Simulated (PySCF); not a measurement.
`BrC(CC(C)C)=O`, C$_{5}$H$_{9}$BrO

Cartesian coordinates in Å; atom numbers follow the order of the lines, from 1:
```xyz
16

C    -0.699    1.314    0.476
C    -0.485    0.004   -0.278
C    -1.492   -1.048    0.177
C     0.939   -0.521   -0.052
C     1.972    0.303   -0.723
O     1.880    1.208   -1.471
Br    3.799   -0.324   -0.230
H    -0.573    1.162    1.546
H    -1.704    1.688    0.299
H     0.008    2.071    0.144
H    -0.620    0.188   -1.349
H    -1.388   -1.964   -0.401
H    -1.347   -1.284    1.229
H    -2.506   -0.678    0.047
H     1.166   -0.570    1.016
H     1.041   -1.540   -0.440
```

The calculation used GIAO B3LYP/pcSseg-1 magnetisability, rotational g tensor and spin-rotation constants, non-relativistic, gas phase (PySCF). Geometry: GFN2-xTB.

The calculation is non-relativistic, which matters for the atoms heavier than Zn.

Q: Give the nuclear spin-rotation constants along the inertial axes (H = +C I·J) beside the isotropic shieldings.

A: Rotational constants 4.0415, 0.7320, 0.6705 GHz. A star marks the isotopologue with that one atom substituted, in its own axes.
```tsv
atom	isotope	Caa (kHz)	Cbb (kHz)	Ccc (kHz)	mean (kHz)	σ (ppm)
Br7	79Br	2.944	2.662	2.132	2.579	1478.0
H8	1H	-0.488	-0.062	-0.006	-0.185	31.4
H9	1H	0.048	-0.073	-0.077	-0.034	30.8
H10	1H	-0.206	-0.020	-0.077	-0.101	30.2
H11	1H	-0.393	-0.056	-0.009	-0.152	29.8
H12	1H	-0.422	-0.054	-0.018	-0.165	30.8
H13	1H	-0.471	-0.052	-0.017	-0.180	31.2
H14	1H	0.054	-0.073	-0.079	-0.033	30.7
H15	1H	-0.469	-0.060	0.010	-0.173	28.9
H16	1H	-0.456	-0.011	-0.033	-0.166	28.5
C1	13C*	0.695	0.114	0.097	0.302	158.1
C2	13C*	0.696	0.122	0.114	0.311	150.0
C4	13C*	0.624	0.187	0.170	0.327	116.6
C5	13C*	2.309	0.252	0.225	0.929	-13.5
O6	17O*	-2.468	-0.617	-0.138	-1.075	-280.7
```
For the geometry as given, no vibrational averaging.

Q: How do the rotational constants and the g tensor change when H8, H9, H10, H11, H12, H13, H14, H15, H16 are replaced by deuterium?

A: Constants 3.3657, 0.6531, 0.5997 GHz; g -0.0199, -0.0067, -0.0056, against -0.0237, -0.0074, -0.0060 before.
